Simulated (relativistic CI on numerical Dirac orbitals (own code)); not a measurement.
## Mn4+ in a cubic cluster: 1s photoemission with charge transfer

Computed with a charge-transfer multiplet model of a cubic metal-ligand cluster with up to 2 ligand holes, Slater and spin-orbit integrals from Dirac-Coulomb-Breit ions, Slater integrals scaled by 0.7. The ground state mixes d3 with configurations of k ligand holes L, whose averages lie at kΔ + k(k − 1)U_dd/2; a core hole lowers each added d electron by U_cd. 20 K, Lorentzian 1.1 eV and Gaussian 0.6 eV FWHM.

Atomic integrals in eV (Slater integrals scaled, ζ unscaled), ground: F2dd 8.643, F4dd 5.438, zeta_d 0.050; with the core hole: F2dd 9.767, F4dd 6.168, zeta_d 0.073, G2cd 0.054.

Cluster parameters (eV): Δ = 2.6, U_dd = 5.7, U_cd = 6.4, 10Dq(ligand) = 1.1, V(eg) = 2.85, V(t2g) = -1.56, final-state hopping factor = 1.

```
         Case   n_d    d3   d4L  d5L2     S
10Dq = 0.3 eV  3.73  0.38  0.51  0.11  1.50
10Dq = 0.6 eV  3.72  0.39  0.50  0.11  1.50
10Dq = 0.9 eV  3.71  0.40  0.50  0.10  1.50
```

Weights, n_d and S are thermal averages at 20 K. Binding energies count from the first peak over 30 % of the highest in each spectrum, which can be another peak from case to case. The parameters are a model scan and need not match a compound or its usual spin state. Peaks in eV (height, largest 100):
- 10Dq = 0.3 eV: 0.0 (100), 4.9 (6), 13.1 (8)
- 10Dq = 0.6 eV: 0.0 (100), 4.9 (5), 12.4 (8)
- 10Dq = 0.9 eV: 0.0 (100), 4.9 (5), 12.4 (8)

Curve for 10Dq = 0.3 eV (points under 2 left out, the grid thinned):

| E (eV) | Intensity |
| --- | --- |
| -3.6 | 2.8 |
| -3.3 | 3.3 |
| -2.9 | 4.3 |
| -2.6 | 5.3 |
| -2.2 | 7.4 |
| -1.9 | 9.9 |
| -1.5 | 15.6 |
| -1.2 | 23.5 |
| -0.8 | 44.5 |
| -0.5 | 70.9 |
| -0.1 | 99.6 |
| 0.2 | 90.9 |
| 0.5 | 63.7 |
| 0.9 | 33.4 |
| 1.2 | 21.2 |
| 1.6 | 12.7 |
| 1.9 | 9.3 |
| 2.3 | 6.6 |
| 2.6 | 5.3 |
| 3.0 | 4.2 |
| 3.3 | 3.8 |
| 3.7 | 3.5 |
| 4.0 | 3.7 |
| 4.3 | 4.3 |
| 4.7 | 5.5 |
| 5.0 | 5.7 |
| 5.4 | 4.3 |
| 5.7 | 3.1 |
| 6.1 | 2.2 |
| 9.2 | 2.2 |
| 9.6 | 2.4 |
| 9.9 | 2.2 |
| 10.3 | 2.1 |
| 10.6 | 2.2 |
| 10.9 | 2.7 |
| 11.3 | 3.8 |
| 11.6 | 5.0 |
| 12.0 | 6.7 |
| 12.3 | 7.3 |
| 12.7 | 7.6 |
| 13.0 | 7.9 |
| 13.4 | 7.1 |
| 13.7 | 5.3 |
| 14.1 | 3.2 |
| 14.4 | 2.2 |

For the case 10Dq = 0.6 eV, Δ = 2.6 eV is smaller than U_dd = 5.7 eV, the charge-transfer side of the Zaanen-Sawatzky-Allen scheme. With the core hole the average of the configuration with one ligand hole lies at Δ − U_cd = -3.8 eV before mixing: the effective hopping of about 5.9 eV (from the holes of the mixed ground state) is comparable with this gap or larger, so the configurations mix strongly.

With at most 2 ligand holes the space is cut while the next configuration still counts, so covalency is underestimated, and a final configuration with one more ligand hole, which can lie low, is missing from the spectra.
